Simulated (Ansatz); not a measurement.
Cartesian coordinates in Å:
```
C 0.0351 2.1060 0.1474
O -0.0509 0.7127 0.1042
Hf -0.2994 -1.1417 0.1514
Cl -2.4365 -1.7058 -0.6345
Cl -0.0046 -1.9566 2.3316
Se 1.5251 -2.0376 -1.4225
H 0.1405 2.4418 1.1819
H -0.8660 2.5492 -0.2836
H 0.9044 2.4387 -0.4249
H 1.0522 -3.4066 -1.1510
```

Total charge 0; spin multiplicity 1. Hf takes the def2 core potential.

Q: List the PBE/def2-TZVPP orbital energies in eV (Ansatz 0.2.0). (Estimate.)

A: Ansatz gave: Occupied: -12302.16, -2738.77, -2738.77, -1562.16, -1402.94, -1402.89, -1402.87, -511.38, -270.89, -249.35, -249.35, -205.14, -189.96, -189.96, -189.92, -189.92, -189.91, -189.91, -150.49, -150.32, -150.27, -64.81, -53.57, -53.52, -53.48, -53.36, -53.35, -34.86, -34.49, -34.41, -25.52, -19.91, -19.76, -17.31, -17.15, -12.36, -11.77, -11.76, -9.72, -9.25, -8.98, -8.45, -8.41, -8.22, -7.92, -7.92, -7.64, -7.22, -6.23. Lowest empty: -2.13, -2.01, -1.55, -1.41, -1.05, -1.03, 0.15, 0.67.
